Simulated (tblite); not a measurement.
C7H7N2 (doublet state).
Numbering: `[CH2:1][CH2:2][C@H:3]([C:4]#[N:5])/[CH:6]=[CH:7]\[C:8]#[N:9]` (hydrogens: H10, H11 on C1; H12, H13 on C2; H14 on C3; H15 on C6; H16 on C7)

Structure optimised with GFN2-xTB, isolated species. This method treats the open shell by occupation alone, without spin polarisation.

(1) List the bond lengths, angles and torsions at this level.

Answers

(1) 
| bond | length (pm) |
| --- | --- |
| C1–C2 | 145.7 |
| C2–C3 | 159.3 |
| C3–C4 | 144.0 |
| C4≡N5 | 114.3 |
| C3–C6 | 149.1 |
| C6=C7 | 133.6 |
| C7–C8 | 140.7 |
| C8≡N9 | 114.8 |
| C1–H10, C1–H11 | 107.3 |
| C2–H12 | 109.3 |
| C2–H13 | 109.2 |
| C3–H14 | 109.6 |
| C6–H15 | 108.1 |
| C7–H16 | 108.1 |

Bonds in one row agree within 1 pm and their mean is given. A selection of angles:
| angle | degrees |
| --- | --- |
| C2–C1–H10 | 121.2 |
| C2–C1–H11 | 120.3 |
| H10–C1–H11 | 118.1 |
| C1–C2–C3 | 111.7 |
| C1–C2–H12 | 110.9 |
| C1–C2–H13 | 111.9 |
| C3–C2–H12 | 105.4 |
| C3–C2–H13 | 107.4 |
| H12–C2–H13 | 109.3 |
| C2–C3–C4 | 108.2 |
| C2–C3–C6 | 109.8 |
| C2–C3–H14 | 107.4 |
| C4–C3–C6 | 111.0 |
| C4–C3–H14 | 109.4 |
| C6–C3–H14 | 110.9 |
| C3–C4–N5 | 178.6 |
| C3–C6–C7 | 122.5 |
| C3–C6–H15 | 117.0 |
| C7–C6–H15 | 120.4 |
| C6–C7–C8 | 122.7 |
| C6–C7–H16 | 121.8 |
| C8–C7–H16 | 115.5 |
| C7–C8–N9 | 178.3 |

Dihedral angles: C1–C2–C3–C4 -171° (antiperiplanar); C2–C3–C6–C7 -86° (synclinal); C3–C6–C7–C8 -4° (synperiplanar).

C1 (carbon bonded to C and 2 H) is planar (angles 121.2°, 120.3° and 118.1°, sum 359.6°, 0.04 Å off the plane of its three neighbours). C7 (carbon bonded to 2 C and H) is planar (angles 122.7°, 121.8° and 115.5°, sum 360.0°, 0.00 Å off the plane of its three neighbours). The C–C distances run from 1.336 Å (C6=C7, drawn double) to 1.593 Å (C2–C3, drawn single), a spread of 0.257 Å. C6 (carbon bonded to 2 C and H) is planar (angles 122.5°, 120.4° and 117.0°, sum 359.9°, 0.03 Å off the plane of its three neighbours). Of the pairs four or more bonds apart, C8···H14 is among the closest relative to their van der Waals radii: 2.57 Å, 89 % of the sum of Bondi's values.

Point group: C1 (no symmetry element, even within 0.4 Å). Its GFN2-xTB frequencies are all real (lowest 42 cm⁻¹). Torsions: H–C1–C2–C3 -96° and 76°, C1–C2–C3–C4 -171°, C2–C3–C6–C7 -86°.

One conformer stands for the species.

The numbers are calculated, not measured.
